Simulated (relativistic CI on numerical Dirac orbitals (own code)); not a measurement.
# Tc3+: 4s photoemission

Computed with this model: Dirac-Coulomb-Breit CI, KLI orbitals optimised for each configuration, model QED, valence Slater integrals scaled by 0.9, multiplet model of photoemission in the sudden approximation; configurations [Kr] 4d4 → [Ar] 3d10 4s 4p6 4d4; 80 K; Lorentzian 2.8 eV and Gaussian 0.6 eV FWHM. Energies are those of the free ion, without screening or charge transfer. The energies are binding energies and can lie tens of eV above those of solids. Without intra-shell correlation the exchange splitting of an s hole comes out too large, often by half or more. S is read from ⟨S²⟩ = S(S + 1).

Field parameters in Wybourne normalisation: D3d B²₀ = −7Dσ, B⁴₀ = −14Dq − 21Dτ, B⁴₃ = −14√(10/7) Dq. The field is a parameter set, without covalency.

free ion: ground-state S = 1.99, centroid 117.76 eV. Peaks (eV, height): 114.6 (100), 122.6 (66).

D3d, 10Dq = 13650, Dσ = -190, Dτ = 350 cm⁻¹: ground-state S = 1.85, centroid 117.80 eV. Peaks (eV, height): 114.6 (100), 122.6 (64).

D3d, 10Dq = 24300, Dσ = 50, Dτ = -360 cm⁻¹: ground-state S = 1.06, centroid 117.94 eV. Peaks (eV, height): 116.6 (100), 121.0 (56).

Strongest unbroadened transitions for D3d, 10Dq = 13650, Dσ = -190, Dτ = 350 cm⁻¹:

```tsv
Energy (eV)	Relative strength
114.67	10.3
114.69	100.0
114.73	0.7
116.74	14.8
116.97	1.4
120.79	0.6
121.39	4.1
121.55	0.6
121.56	4.4
121.57	6.9
121.67	0.5
121.78	2.5
121.87	0.6
122.62	2.2
122.63	2.6
122.64	1.3
122.65	35.2
122.67	15.7
```
